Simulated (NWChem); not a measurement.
**Polarisability of ammonia borane (H$_{6}$BN)**

SMILES: [NH3+][BH3-]
```xyz
8

B      0.9250    -0.0703     0.0000
N     -0.7241     0.0551     0.0000
H      1.3318     1.0825     0.0000
H      1.1975    -0.6830    -1.0223
H      1.1975    -0.6830     1.0223
H     -1.0582     0.5584     0.8253
H     -1.1666    -0.8671     0.0000
H     -1.0582     0.5584    -0.8253
```
Charge 0, spin multiplicity 1.

Everything below was run with NWChem. Structure: optimised with B3LYP/def2-SVP, a minimum by its harmonic frequencies.

Basis set: 6-31G*. Static limit. This basis has no diffuse functions, which lowers polarisabilities.

```csv
method,isotropic polarisability (bohr³),difference from CCSD linear response
CCSD linear response,22.93,0.00
BHandHLYP,23.03,+0.10
PBE,24.04,+1.11
B3LYP,23.48,+0.54
HF,22.66,-0.27
```

The values span 1.37 bohr³, from HF (lowest) to PBE (highest). 

The correlated methods keep 2 core orbitals frozen. B3LYP has NWChem's definition, with VWN1-RPA local correlation. The Pople sets run with spherical d functions. No row is a measurement; the coupled-cluster row has its own basis-set and correlation limits.
